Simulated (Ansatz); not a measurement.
`[SiH3]B1B[SiH2]1`, charge 0, multiplicity 1.

**Question.** Give a relaxed structure at PBE0-D4/def2-TZVP (Ansatz 0.2.0). (Estimate.)

**Answer.** Computed: 
Cartesian coordinates in Å:
```
Si -1.7194 -0.6266 0.1254
B -0.0519 0.3349 0.5674
B 1.0465 1.1548 1.1608
Si 1.3710 0.1233 -0.7012
H -2.0652 -1.5869 1.2086
H -2.8460 0.3345 -0.0233
H -1.6005 -1.3930 -1.1454
H 2.0063 1.7558 1.4931
H 1.0970 -0.7312 -1.8842
H 2.7622 0.6343 -0.8011
```
Point group Cs.
This is one stationary point; other conformers may exist.
